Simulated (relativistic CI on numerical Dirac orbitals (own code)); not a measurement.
# Sensitivity of the levels of Ho20+ to α and to the nuclear radius

Method of calculation: Dirac-Coulomb-Breit CI, orbitals from a KLI potential per configuration, derivatives by finite differences, unscaled Slater integrals, QED left out (own radial code, finite nucleus).

CI space (outside the closed core [Ar] 3d10 4s2): 4p6 4d10 4f, 4p6 4d10 5s, 4p6 4d10 5p, 4p6 4d9 4f2, 4p6 4d10 5d, 4p5 4d10 4f2, 4p6 4d9 5s2, 4p6 4d9 4f 5s. Levels of other configurations are missing.

With x = (α/α₀)² − 1 an excitation energy changes as ω = ω₀ + qx; K = 2q/ω₀ is the relative enhancement. Terms are leading LS components, so labels can repeat. The field-shift factor is F = δν/δ⟨r²⟩ for the transition from the lowest level.

Lowest level 4p6 4d10 4f 2F°_5/2.

```tsv
Level	ω₀ (cm⁻¹)	q (cm⁻¹)	K	F (GHz/fm²)
4p6 4d10 4f 2F°_7/2	13214	12270	1.86	0.428
4p6 4d10 5s 2S_1/2	438177	-231500	-1.06	272
4p6 4d10 5p 2P°_1/2	700335	-202700	-0.579	25
4p6 4d10 5p 2P°_3/2	813682	-70750	-0.174	13.8
4p6 4d9 4f2 4F_3/2	1241664	998.6	0.00161	11.9
4p6 4d9 4f2 4F_5/2	1245191	1931	0.0031	12
4p6 4d10 5d 2D_3/2	1250634	-58360	-0.0933	13.9
4p6 4d9 4f2 4F_7/2	1252803	7886	0.0126	12.2
4p6 4d9 4f2 4F_9/2	1263706	15380	0.0243	12.4
4p6 4d9 4f2 2F_7/2	1270968	-135.2	-0.000213	12.1
4p6 4d10 5d 2D_5/2	1271669	-32110	-0.0505	14
4p6 4d9 4f2 4D_5/2	1279154	5070	0.00793	12.3
4p6 4d9 4f2 2F_5/2	1280151	3611	0.00564	12.5
```

At this charge transitions that keep the count of f electrons are usually good to a few per cent. Terms inside the open d or f shell come out 10 to 20 % too wide with unscaled integrals. Levels that differ in their count of f electrons can be misplaced by several ten thousand cm⁻¹, since the correlation energy of f electrons is missing or only estimated; rates across such gaps can be off by orders of magnitude.
